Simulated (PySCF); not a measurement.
## Correlation energy of As (arsenic, neutral)

[Ar] 3d10 4s2 4p2 5s1, high-spin 4P determinant (an excited configuration). All numbers are calculated (PySCF 2.14, scalar relativity through the core potential, in aug-cc-pVTZ-PP with one added diffuse shell each of s, d, f type with ECP10MDF (7s5p5d3f, 68 functions)). Frozen: 3s2 3p6 3d10; 5 electrons correlated.

MP2 pair energies summed by pair of shells (mhartree):

| pair | energy | share (%) |
| --- | --- | --- |
| 4s-4p | -33.29 | 53.5 |
| 4s-4s | -15.51 | 24.9 |
| 4p-4p | -5.28 | 8.5 |
| 4p-5s | -4.20 | 6.7 |
| 4s-5s | -3.98 | 6.4 |

Total MP2 correlation energy: -62.27 mhartree.

Same-spin part -13.97 and opposite-spin part -48.30 mhartree; SCS-MP2 scales them by 1/3 and 6/5 to -62.62 mhartree.
